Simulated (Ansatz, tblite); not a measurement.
Cost and result up the ladder for the cluster CuBr₂⁻ (3 atoms). Total charge -1; singlet. Geometry: PBE-D4/def2-TZVPD.

```csv
atom,x (Å),y (Å),z (Å)
Cu1,0.000,0.001,0.001
Br2,1.476,1.207,-1.231
Br3,-1.475,-1.208,1.230
```

Ansatz on 4 threads of Arm Neoverse V1 on a shared host; xTB runs through tblite on one thread. Times are rough, summed over both states, and most runs start from the orbitals of an earlier one. B2PLYP/def2-TZVPD serves as the yardstick here, not as an exact answer. The other state is a triplet at its own geometry.

The xTB rows come from tblite. Correlated methods freeze 27 core orbitals; core or outer-core shells of Br are correlated, in sets that lack core-valence functions. At PBE0-D4/def2-TZVPD a singlet of charge -1 lies 3.21 eV below the triplet, each at its own geometry. The structure comes from a short search, and lower isomers may exist.

Second-order perturbation terms are unreliable where d shells bring near-degenerate states, and here B2PLYP/def2-TZVPD, MP2/def2-TZVPD lie more than 0.4 eV from the median of the functionals without such a term.

Correlated methods converge slowly with the basis.

xTB has no spin-polarisation term.

```json
{"level": "GFN1-xTB", "functions": "27", "wall time": "0.005 s", "triplet − singlet (eV)": "4.74", "difference from B2PLYP/def2-TZVPD (eV)": "0.95", "remarks": "–"}
{"level": "GFN2-xTB", "functions": "27", "wall time": "0.008 s", "triplet − singlet (eV)": "5.27", "difference from B2PLYP/def2-TZVPD (eV)": "1.49", "remarks": "–"}
{"level": "PBE-D4/def2-TZVPD", "functions": "162", "wall time": "5.3 s", "triplet − singlet (eV)": "3.05", "difference from B2PLYP/def2-TZVPD (eV)": "-0.73", "remarks": "HOMO above zero (triplet)"}
{"level": "revPBE-D4/def2-TZVPD (with forces)", "functions": "162", "wall time": "5.8 s", "triplet − singlet (eV)": "2.98", "difference from B2PLYP/def2-TZVPD (eV)": "-0.81", "remarks": "HOMO above zero (triplet)"}
{"level": "HF/def2-TZVPD", "functions": "162", "wall time": "7.4 s", "triplet − singlet (eV)": "1.39", "difference from B2PLYP/def2-TZVPD (eV)": "-2.39", "remarks": "–"}
{"level": "MP2/def2-TZVPD", "functions": "162", "wall time": "8.7 s", "triplet − singlet (eV)": "4.58", "difference from B2PLYP/def2-TZVPD (eV)": "0.80", "remarks": "–"}
{"level": "RPA@PBE/def2-TZVPD", "functions": "162", "wall time": "9.5 s", "triplet − singlet (eV)": "3.00", "difference from B2PLYP/def2-TZVPD (eV)": "-0.78", "remarks": "–"}
{"level": "PBE0-D4/def2-TZVPD", "functions": "162", "wall time": "13 s", "triplet − singlet (eV)": "3.21", "difference from B2PLYP/def2-TZVPD (eV)": "-0.57", "remarks": "–"}
{"level": "r2SCAN-D4/def2-TZVPD", "functions": "162", "wall time": "14 s", "triplet − singlet (eV)": "3.00", "difference from B2PLYP/def2-TZVPD (eV)": "-0.79", "remarks": "HOMO above zero (triplet)"}
{"level": "B2PLYP/def2-TZVPD", "functions": "162", "wall time": "19 s", "triplet − singlet (eV)": "3.78", "difference from B2PLYP/def2-TZVPD (eV)": "0.00", "remarks": "–"}
{"level": "B97M-V/def2-TZVPD", "functions": "162", "wall time": "21 s", "triplet − singlet (eV)": "3.16", "difference from B2PLYP/def2-TZVPD (eV)": "-0.62", "remarks": "HOMO above zero (triplet)"}
{"level": "ωB97X-V/def2-TZVPD", "functions": "162", "wall time": "28 s", "triplet − singlet (eV)": "3.56", "difference from B2PLYP/def2-TZVPD (eV)": "-0.23", "remarks": "–"}
```
